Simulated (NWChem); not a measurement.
## Total energies of HSi (+1)

```xyz
2

Si     0.0000     0.0000     0.1028
H      0.0000     0.0000    -1.4391
```
Charge +1, spin multiplicity 1.

Everything below was run with NWChem. Structure: optimised with PBE/def2-SVP, a minimum by its harmonic frequencies.

Basis set: def2-QZVP (100 functions).

```csv
method,total energy (Ha),relative cost
RHF,-289.16694,1
MP2,-289.24162,under 3
B2PLYP,-289.58956,under 3
PBE,-289.55209,under 3
B3LYP,-289.72989,under 3
LDA (SVWN5),-288.53208,under 3
CCSD(T),-289.26437,50
```

Total energies of different functionals aren't comparable as a measure of quality: only differences taken within one method are. The cost column gives rough processor time relative to RHF; each entry includes its own SCF.

The correlated methods keep 5 core orbitals frozen. B3LYP has NWChem's definition, with VWN1-RPA local correlation. The structure started from a generated list of species. No row is a measurement; the coupled-cluster row has its own basis-set and correlation limits.
